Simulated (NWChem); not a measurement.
System: C2H3BBrF; SMILES C(B(Br)F)=C

NWChem printed, in part:

```
             Northwest Computational Chemistry Package (NWChem) 7.3.0
             --------------------------------------------------------

 CS  symmetry detected

                             Geometry "geometry" -> ""
                             -------------------------

 Output coordinates in angstroms (scale by  1.889725989 to convert to a.u.)

  No.       Tag          Charge          X              Y              Z
 ---- ---------------- ---------- -------------- -------------- --------------
    1 B                    5.0000    -0.64554779    -0.56705938     0.00000000
    2 F                    9.0000    -1.96313890    -0.52369791     0.00000000
    3 Br                  35.0000     0.23311989     1.09482614     0.00000000
    4 C                    6.0000     0.10539882    -1.91909328     0.00000000
    5 C                    6.0000     1.43278647    -2.04227917     0.00000000
    6 H                    1.0000    -0.49495538    -2.82190248     0.00000000
    7 H                    1.0000     1.92266295    -3.00220924     0.00000000
    8 H                    1.0000     2.07997347    -1.17799041     0.00000000

 Effective nuclear repulsion energy (a.u.)     284.2565579480

      Symmetry information
      --------------------

 Group name             Cs
 Group number              2
 Group order               2
 No. of unique centers     8

                                Z-matrix (autoz)
                                --------

 Units are Angstrom for bonds and degrees for angles

      Type          Name      I     J     K     L     M      Value
      ----------- --------  ----- ----- ----- ----- ----- ----------
    1 Stretch                  1     2                       1.31830
    2 Stretch                  1     3                       1.87987
    3 Stretch                  1     4                       1.54658
    4 Stretch                  4     5                       1.33309
    5 Stretch                  4     6                       1.08420
    6 Stretch                  5     7                       1.07770
    7 Stretch                  5     8                       1.07974
    8 Bend                     1     4     5               124.35071
    9 Bend                     1     4     6               117.32804
   10 Bend                     2     1     3               115.98128
   11 Bend                     2     1     4               120.93357
   12 Bend                     3     1     4               123.08515
   13 Bend                     4     5     7               122.33841
   14 Bend                     4     5     8               121.52414
   15 Bend                     5     4     6               118.32125
   16 Bend                     7     5     8               116.13744
   17 Torsion                  1     4     5     7         180.00000
   18 Torsion                  1     4     5     8           0.00000
   19 Torsion                  2     1     4     5         180.00000
   20 Torsion                  2     1     4     6          -0.00000
   21 Torsion                  3     1     4     5           0.00000
   22 Torsion                  3     1     4     6         180.00000
   23 Torsion                  6     4     5     7           0.00000
   24 Torsion                  6     4     5     8         180.00000

                           NWChem Geometry Optimization
                           ----------------------------

 maximum gradient threshold         (gmax) =   0.000450
 rms gradient threshold             (grms) =   0.000300
 maximum cartesian step threshold   (xmax) =   0.001800
 rms cartesian step threshold       (xrms) =   0.001200
 fixed trust radius                (trust) =   0.300000
 source of zmatrix                         =   autoz

          -------------------
          Energy Minimization
          -------------------

 Using diagonal initial Hessian
 Scaling for Hessian diagonals: bonds = 1.00  angles = 0.25  torsions = 0.10

          --------
          Step   0

                                 NWChem DFT Module
                                 -----------------

 Summary of "ao basis" -> "ao basis" (spherical)
 ------------------------------------------------------------------------------
       Tag                 Description            Shells   Functions and Types
 ---------------- ------------------------------  ------  ---------------------
 B                          def2-svp                 6       14   3s2p1d
 F                          def2-svp                 6       14   3s2p1d
 Br                         def2-svp                12       32   5s4p3d
 C                          def2-svp                 6       14   3s2p1d
 H                          def2-svp                 3        5   2s1p

      Symmetry analysis of basis
      --------------------------

        a'         74
        a"         29

            General Information
            -------------------
          SCF calculation type: DFT
          Wavefunction type:  closed shell.
          No. of atoms     :     8
          No. of electrons :    64
           Alpha electrons :    32
            Beta electrons :    32
          Charge           :     0
          Spin multiplicity:     1
          Use of symmetry is: on ; symmetry adaption is: on
          Maximum number of iterations: 150
          AO basis - number of functions:   103
                     number of shells:    45
          Convergence on energy requested:  1.00D-06
          Convergence on density requested:  1.00D-05
          Convergence on gradient requested:  5.00D-04

              XC Information
              --------------
                         PBE0 Method XC Functional
                     Hartree-Fock (Exact) Exchange  0.250
          PerdewBurkeErnzerhof Exchange Functional  0.750
            Perdew 1991 LDA Correlation Functional  1.000 local
           PerdewBurkeErnz. Correlation Functional  1.000 non-local

             Grid Information
             ----------------
          Grid used for XC integration:  medium
          Radial quadrature: Mura-Knowles
          Angular quadrature: Lebedev.
          Tag              B.-S. Rad. Rad. Pts. Rad. Cut. Ang. Pts.
          ---              ---------- --------- --------- ---------
          B                   0.85       49          10.0       434
          F                   0.50       49          12.0       434
          Br                  1.15      112          11.0       590
          C                   0.70       49          10.0       434
          H                   0.35       45          11.0       434
          Grid pruning is: on
          Number of quadrature shells:   443
          Spatial weights used:  Erf1

      Superposition of Atomic Density Guess
      -------------------------------------

 Sum of atomic energies:       -2772.62977264

      Non-variational initial energy
      ------------------------------

 Total energy =   -2774.810457
 1-e energy   =   -4421.208531
 2-e energy   =    1362.141516
 HOMO         =      -0.356996
 LUMO         =      -0.052993

      Symmetry analysis of molecular orbitals - initial
      -------------------------------------------------

  Numbering of irreducible representations:

     1 a'          2 a"

  Orbital symmetries:

     1 a'          2 a'          3 a'          4 a'          5 a"
     6 a'          7 a'          8 a'          9 a'         10 a'
    11 a'         12 a'         13 a"         14 a'         15 a'
    16 a"         17 a'         18 a"         19 a'         20 a'
    21 a'         22 a'         23 a'         24 a'         25 a"
    26 a'         27 a'         28 a'         29 a"         30 a'
    31 a'         32 a"         33 a"         34 a"         35 a'
    36 a'         37 a'         38 a'         39 a'         40 a'
    41 a'         42 a'

   convergence    iter        energy       DeltaE   RMS-Dens  Diis-err
 ---------------- ----- ----------------- --------- --------- ---------
 d= 0,ls=0.0,diis     1  -2775.8857032950 -3.06D+03  1.07D-02  6.12D-01
 d= 0,ls=0.0,diis     2  -2775.8814362754  4.27D-03  5.65D-03  8.25D-01
 d= 0,ls=0.0,diis     3  -2775.9566282260 -7.52D-02  1.19D-03  2.86D-02
 d= 0,ls=0.0,diis     4  -2775.9585562343 -1.93D-03  4.84D-04  4.51D-03
 d= 0,ls=0.0,diis     5  -2775.9590212321 -4.65D-04  1.26D-04  2.41D-04
  Resetting Diis
 d= 0,ls=0.0,diis     6  -2775.9590492472 -2.80D-05  4.61D-05  3.33D-05
 d= 0,ls=0.0,diis     7  -2775.9590539558 -4.71D-06  1.62D-05  8.16D-07
 d= 0,ls=0.0,diis     8  -2775.9590538383  1.18D-07  9.77D-06  1.80D-06

[...]

      ----------------------
      Optimization converged
      ----------------------

  Step       Energy      Delta E   Gmax     Grms     Xrms     Xmax
  ---- ---------------- -------- -------- -------- -------- --------
@    5   -2775.96039848 -1.1D-07  0.00004  0.00001  0.00028  0.00068
                                     ok       ok       ok       ok

                                Z-matrix (autoz)
                                --------

 Units are Angstrom for bonds and degrees for angles

      Type          Name      I     J     K     L     M      Value     Gradient
      ----------- --------  ----- ----- ----- ----- ----- ---------- ----------
    1 Stretch                  1     2                       1.31975   -0.00000
    2 Stretch                  1     3                       1.92410   -0.00001
    3 Stretch                  1     4                       1.54540    0.00000
    4 Stretch                  4     5                       1.34077   -0.00004
    5 Stretch                  4     6                       1.09749    0.00000
    6 Stretch                  5     7                       1.09490    0.00000
    7 Stretch                  5     8                       1.09545    0.00000
    8 Bend                     1     4     5               124.28311    0.00001
    9 Bend                     1     4     6               117.02654   -0.00002
   10 Bend                     2     1     3               116.63502   -0.00000
   11 Bend                     2     1     4               120.37711    0.00000
   12 Bend                     3     1     4               122.98788    0.00000
   13 Bend                     4     5     7               122.15116    0.00000
   14 Bend                     4     5     8               121.08813   -0.00001
   15 Bend                     5     4     6               118.69035    0.00001
   16 Bend                     7     5     8               116.76071    0.00000
   17 Torsion                  1     4     5     7         180.00000    0.00000
   18 Torsion                  1     4     5     8           0.00000    0.00000
   19 Torsion                  2     1     4     5         180.00000    0.00000
   20 Torsion                  2     1     4     6          -0.00000    0.00000
   21 Torsion                  3     1     4     5           0.00000    0.00000
   22 Torsion                  3     1     4     6         180.00000    0.00000
   23 Torsion                  6     4     5     7           0.00000    0.00000
   24 Torsion                  6     4     5     8         180.00000    0.00000

                         Geometry "geometry" -> "geometry"
                         ---------------------------------

 Output coordinates in angstroms (scale by  1.889725989 to convert to a.u.)

  No.       Tag          Charge          X              Y              Z
 ---- ---------------- ---------- -------------- -------------- --------------
    1 B                    5.0000    -0.65040903    -0.57059325     0.00000000
    2 F                    9.0000    -1.96980848    -0.54026873     0.00000000
    3 Br                  35.0000     0.25146618     1.12904603     0.00000000
    4 C                    6.0000     0.10024406    -1.92144265     0.00000000
    5 C                    6.0000     1.43544933    -2.04348770     0.00000000
    6 H                    1.0000    -0.51208426    -2.83223744     0.00000000
    7 H                    1.0000     1.93130486    -3.01966763     0.00000000
    8 H                    1.0000     2.08413686    -1.16075438     0.00000000

 Effective nuclear repulsion energy (a.u.)     280.9244964894

      Symmetry information
      --------------------

 Group name             Cs
 Group number              2
 Group order               2
 No. of unique centers     8

                Final and change from initial internal coordinates
                --------------------------------------------------

                                Z-matrix (autoz)
                                --------

 Units are Angstrom for bonds and degrees for angles

[...]

 Rotational Constants
 --------------------
 A=   0.144648 cm-1  (  0.208111 K)
 B=   0.076112 cm-1  (  0.109505 K)
 C=   0.049871 cm-1  (  0.071751 K)

 Temperature                      =   298.15K
 frequency scaling parameter      =   1.0000

 Zero-Point correction to Energy  =   31.609 kcal/mol  (  0.050372 au)
 Thermal correction to Energy     =   35.147 kcal/mol  (  0.056011 au)
 Thermal correction to Enthalpy   =   35.740 kcal/mol  (  0.056955 au)

 Total Entropy                    =   78.345 cal/mol-K
   - Translational                =   40.637 cal/mol-K (mol. weight = 136.9477)
   - Rotational                   =   27.464 cal/mol-K (symmetry #  =        1)
   - Vibrational                  =   10.244 cal/mol-K

 Cv (constant volume heat capacity) =   18.137 cal/mol-K
   - Translational                  =    2.979 cal/mol-K
   - Rotational                     =    2.979 cal/mol-K
   - Vibrational                    =   12.178 cal/mol-K

[normal modes left out]

 ----------------------------------------------------------------------------
 Normal Eigenvalue ||           Projected Infra Red Intensities
  Mode   [cm**-1]  || [atomic units] [(debye/angs)**2] [(KM/mol)] [arbitrary]
 ------ ---------- || -------------- ----------------- ---------- -----------
    1       -0.000 ||    0.000006           0.000         0.006       0.002
    2        0.000 ||    0.000070           0.002         0.068       0.019
    3        0.000 ||    0.000049           0.001         0.048       0.014
    4        0.000 ||    0.000269           0.006         0.262       0.075
    5        0.000 ||    0.000992           0.023         0.967       0.276
    6        0.000 ||    0.000268           0.006         0.261       0.075
    7      105.900 ||    0.000029           0.001         0.028       0.008
    8      170.405 ||    0.000080           0.002         0.078       0.022
    9      321.888 ||    0.002183           0.050         2.128       0.608
   10      385.249 ||    0.000024           0.001         0.023       0.007
   11      434.911 ||    0.004145           0.096         4.040       1.155
   12      536.249 ||    0.024626           0.568        24.006       6.861
   13      675.682 ||    0.035107           0.810        34.224       9.781
   14      961.256 ||    0.090733           2.093        88.451      25.278
   15     1027.316 ||    0.033190           0.766        32.355       9.247
   16     1040.701 ||    0.009204           0.212         8.972       2.564
   17     1122.728 ||    0.221439           5.109       215.870      61.694
   18     1265.502 ||    0.061076           1.409        59.540      17.016
   19     1351.922 ||    0.156918           3.620       152.971      43.718
   20     1435.948 ||    0.149158           3.441       145.406      41.556
   21     1704.612 ||    0.060118           1.387        58.606      16.749
   22     3153.033 ||    0.006820           0.157         6.648       1.900
   23     3171.544 ||    0.003078           0.071         3.001       0.858
   24     3256.590 ||    0.001860           0.043         1.813       0.518
 ----------------------------------------------------------------------------
```

Level: PBE0/def2-SVP. This build's default masses of Se (78.918 u) and Br (79.917 u) are each other's, which moves their modes by up to 0.6 %.

Q: Write an input that gives this output.

A: This is not unique; one that fits is the input that was run:
```
start job
memory heap 200 mb stack 900 mb global 1100 mb
geometry units angstroms
  B     -0.307427    -0.869102     0.094089
  F     -0.664350    -1.529460     1.177814
  Br     0.263612     0.902142     0.359663
  C     -0.365472    -1.537487    -1.299399
  C     -0.022261    -0.934556    -2.437737
  H     -0.709277    -2.564730    -1.344785
  H     -0.075444    -1.431931    -3.392323
  H      0.326838     0.087089    -2.452499
end
basis spherical
  * library def2-svp
end
dft
  xc pbe0
  iterations 150
end
driver
  maxiter 120
end
task dft optimize
task dft freq
```
